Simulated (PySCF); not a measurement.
Löwdin shares of the frontier orbitals

Species: C5H3F3.
Atom-mapped SMILES: `[F:1]/[CH:2]=[C:3](\[F:4])[C:5]#[C:6][CH2:7][F:8]` (hydrogens: H9 on C2; H10, H11 on C7)

Method: PySCF, TDDFT wB97X-D/def2-SVPD, vertical, gas phase, core orbitals frozen in the response. Geometry: GFN2-xTB; no solvent, vibrations or thermal averaging.

Kohn–Sham orbitals with the atoms that hold most of them (Löwdin shares over 4%, at most four atoms; ? is withheld):

| orbital | ε (eV) | atoms |
| --- | --- | --- |
| HOMO-3 | -12.97 | F8 55%, C7 15%, C6 9%, C5 6% |
| HOMO-2 | -11.62 | C5 25%, C3 16%, C6 15%, F4 13% |
| HOMO-1 | -11.02 | C5 41%, C6 40%, C3 4%, F8 4% |
| HOMO | -9.11 | ? |
| LUMO | ? | ? |
| LUMO+1 | 0.88 | C6 24%, C5 23%, C7 11%, C3 11% |
| LUMO+2 | 2.09 | C6 22%, C5 18%, C7 14%, C2 14% |

Give the leading atoms of the LUMO.

C2 (bonded to C, F and H) 27%; C3 (bonded to 2 C and F) 19%; C6 (bonded to 2 C) 16%; C5 (bonded to 2 C) 14%.

Give the leading atoms of the HOMO.

C2 (bonded to C, F and H) 23%; C6 (bonded to 2 C) 20%; C3 (bonded to 2 C and F) 18%; C5 (bonded to 2 C) 16%.

What is the LUMO energy, and the HOMO–LUMO gap?

ε(LUMO) = 0.67 eV; the gap is 9.78 eV (0.3594 hartree).

The HOMO–LUMO gap is 9.78 eV. Where does the response calculation put the lowest singlet, and from which orbitals?

S1 is at 4.87 eV (f = 0.0018), 4.91 eV below the gap, made of HOMO→LUMO+1 (93%). Its leading pair isn't HOMO and LUMO; the energies of that pair differ by 9.99 eV. 

Give energy, strength and leading configuration of S1, S2 and S3, and follow the Löwdin shares of the leading atoms from the occupied to the empty orbital.

- S1 (4.87 eV, f 0.0018), HOMO→LUMO+1 (93%): C2 23% → at most 11%, C6 20% → 24%, C5 16% → 23%
- S2 (5.77 eV, f 0.248), HOMO→LUMO (75%): C2 23% → 27%, C6 20% → 16%, C3 18% → 19%
- S3 (6.40 eV, f 0.0003), HOMO-1→LUMO (95%): C5 41% → 14%, C6 40% → 16%, C2 at most 5% → 27%, C3 4% → 19%
